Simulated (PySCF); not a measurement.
# One molecule, several mistakes: Al2BClH4

All numbers below are calculated, not measured. They come from PySCF 2.14.0, an open-source quantum chemistry program, on an isolated molecule that a program drew, which may never have been made. The molecule is Al2BClH4 (charge 0, singlet), drawn as the SMILES string `[AlH2][AlH][BH]Cl`.

Each row is a Hartree-Fock (HF) and frozen-core CCSD(T) single point in the cc-pV(D+d)Z basis, meant for a local HF minimum. Run 1 is clean. Each other run has one planted mistake out of seven kinds, and not every kind appears here: one electron removed, one electron added, multiplicity raised by two, geometry at a saddle point, minimal basis STO-3G, one bond length entered in bohr, all coordinates scaled. The reference is restricted for singlets and unrestricted otherwise, and also for a bond in bohr. Adding or removing an electron swaps singlet and doublet. Electrons count all cores. HOMO and LUMO are orbital energies over both spins, the gradient is its largest component, and the lowest frequency (negative if imaginary) is given only where the gradient is small. Bond lengths are over the 7 bonds as drawn. T1 is the CCSD diagnostic: over 0.02 (restricted) or 0.045 (unrestricted) a single reference is doubtful.

Geometry of the clean run:
```xyz
8
Al2BClH4, angstrom
Al   -0.0642    0.2259    1.9737
Al    0.2120    2.1145    0.1654
B     1.8497    2.2102   -1.2365
Cl    3.3635    2.9929   -0.7020
H    -0.8560   -1.1164    1.6626
H     0.5436    0.3646    3.4343
H    -0.8490    3.2993    0.0744
H     1.9031    1.7907   -2.3583
```

| run | electrons | basis functions | <S^2> | HOMO (eV) | LUMO (eV) | gradient (hartree/bohr) | lowest frequency (cm^-1) | mean bond (Å) | longest bond (Å) | T1 | HF (hartree) | CCSD(T) (hartree) | mistake |
|---|---|---|---|---|---|---|---|---|---|---|---|---|---|
| 1 | 52 | 103 | 0.000 | -9.00 | 0.49 | 2.0e-05 | 39 | 1.7918 | 2.629 | 0.0153 | -970.34807 | -970.76066 | no fault |
| 2 | 52 | 103 | 0.843 | -7.58 | 0.18 | 8.0e-03 | - | 1.9937 | 3.003 | 0.0494 | -970.25497 | -970.65757 | one bond length entered in bohr |
| 3 | 52 | 103 | 0.000 | -8.97 | 0.30 | 3.9e-02 | - | 1.9387 | 2.845 | 0.0164 | -970.31516 | -970.72930 | all coordinates scaled |
| 4 | 52 | 103 | 2.036 | -6.10 | -1.49 | 2.5e-02 | - | 1.7918 | 2.629 | 0.0320 | -970.25074 | -970.65672 | multiplicity raised by two |
| 5 | 52 | 36 | 0.000 | -5.83 | 6.54 | 4.0e-02 | - | 1.7918 | 2.629 | 0.0128 | -959.27691 | -959.41734 | ? |
| 6 | 51 | 103 | 0.813 | -14.79 | -7.13 | 5.0e-02 | - | 1.7918 | 2.629 | 0.0273 | -970.05210 | -970.44846 | ? |

**Which mistake was planted in run 5, and what did it cost?**

It has 36 basis functions where the clean run has 103, with the same electrons and geometry. So the mistake is: minimal basis STO-3G. Subtracting run 1 and multiplying by 627.51 kcal/mol a hartree, the energy moved by 6947.3 kcal/mol in HF and 7118.0 kcal/mol in CCSD(T).

**Which mistake was planted in run 6, and what did it cost?**

It counts 51 electrons, one fewer than the clean run, at the same geometry and basis. So the mistake is: one electron removed. Subtracting run 1 and multiplying by 627.51 kcal/mol a hartree, the energy moved by 185.7 kcal/mol in HF and 195.9 kcal/mol in CCSD(T).

Cautions from the logs. Run 2: T1 is over the limit, so its CCSD(T) energy is less reliable.
